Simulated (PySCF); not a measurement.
# Excitation energy of Mo by level of theory

Mo [Kr] 4d5 5s1 (7S) → Mo [Kr] 4d4 5s1 5p1 (high-spin determinant), as a difference of total energies. Calculation: PySCF 2.14, in x2c-TZVPPall; the spin-free X2C one-electron Hamiltonian (Gaussian nucleus). Correlated levels: valence: [Kr] frozen; valence and next inner shell: [Ar] 3d10 frozen. The calculations carry no spin-orbit coupling.

```json
{"method": "UHF", "excitation energy (eV)": "2.858"}
{"method": "LDA", "excitation energy (eV)": "4.181"}
{"method": "PBE", "excitation energy (eV)": "4.085"}
{"method": "PBE0", "excitation energy (eV)": "3.926"}
{"method": "r2SCAN", "excitation energy (eV)": "4.036"}
{"method": "LC-wPBE", "excitation energy (eV)": "3.660"}
{"method": "B2PLYP", "excitation energy (eV)": "3.716"}
{"method": "wB97X", "excitation energy (eV)": "3.668"}
{"method": "MP2 (valence)", "excitation energy (eV)": "3.391"}
{"method": "SCS-MP2 (valence)", "excitation energy (eV)": "3.035"}
{"method": "MP2 (valence and next inner shell)", "excitation energy (eV)": "3.640"}
{"method": "SCS-MP2 (valence and next inner shell)", "excitation energy (eV)": "3.304"}
```

Question: How much does correlation contribute at MP2 (valence and next inner shell)?

Answer: 3.640 − (2.858) = 0.782 eV, measured against UHF.

A first-order spin-orbit estimate (lowest level to lowest level, LS coupling) adds -0.167 eV.

The basis was made for the ground configuration and has no added diffuse functions, so the excitation energy can come out too high.

The determinant of the upper state mixes LS terms, which raises its energy above the lowest term, most at the Hartree-Fock and MP2 levels.
